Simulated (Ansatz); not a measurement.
Z-matrix (Å, degrees):
```
Si
O 1 1.686
H 1 1.480 2 110.5
H 1 1.485 2 106.7 3 119.5
H 1 1.475 2 105.9 3 -121.5
Ga 2 2.176 1 118.1 3 60.7
H 2 0.960 1 117.7 3 -78.8
H 6 1.578 2 95.6 1 -120.2
H 6 1.571 2 100.1 1 118.3
H 6 1.583 2 92.2 1 -1.5
```

The species carries charge 0 and has multiplicity 1.

Q: List the PBE/def2-TZVPP orbital energies in eV (Ansatz 0.2.0). (Best estimate.)

A: The calculation gave: Occupied: -10092.72, -1780.83, -1232.65, -1092.36, -1092.26, -1092.26, -511.94, -142.41, -138.51, -97.03, -96.76, -96.75, -95.31, -95.21, -95.20, -26.57, -19.07, -18.94, -18.92, -18.82, -18.82, -15.19, -12.89, -11.53, -10.23, -9.45, -8.83, -8.31, -6.65, -6.53. Lowest empty: -1.81, -0.15, 0.20, 0.37, 0.56, 0.69, 1.57, 1.72.
